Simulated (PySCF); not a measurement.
# A small calculation by hand: oscillator strength and radiative lifetime

C2H4Cl2Si2, SMILES C#C[Si]([SiH3])(Cl)Cl.

The structure is a stationary point at B3LYP-D3(BJ)/def2-SVP. This is a generated structure with no PubChem entry under its InChIKey; it may be hypothetical.

TDA-CAM-B3LYP/def2-SVPD in PySCF 2.14.0 puts the first singlet state with f over 0.02 at 6.62 eV (vertical), with the transition dipole (-0.504, -0.140, 0.000) in atomic units.

Find the oscillator strength, the wavelength and the radiative lifetime that this transition would have in vacuum if emission retraced absorption.


|μ|² = 0.2736 au, so |μ| = 1.33 D. ΔE = 6.62/27.211 = 0.2433 hartree. f = (2/3) ΔE |μ|² = 0.044 (the program prints 0.044).
λ = 1239.84/6.62 = 187 nm; ν = 53394 cm⁻¹.
Einstein's coefficient A = 0.6670 ν² f s⁻¹ (ν in cm⁻¹) = 8.4e7 s⁻¹, so τ = 1/A = 12 ns. This state is S4; the lower singlets have f = 0.003, 0.004, 0.003. The figure is the radiative limit of this one transition; relaxation, internal conversion, crossing to triplets and a medium change what is measured.
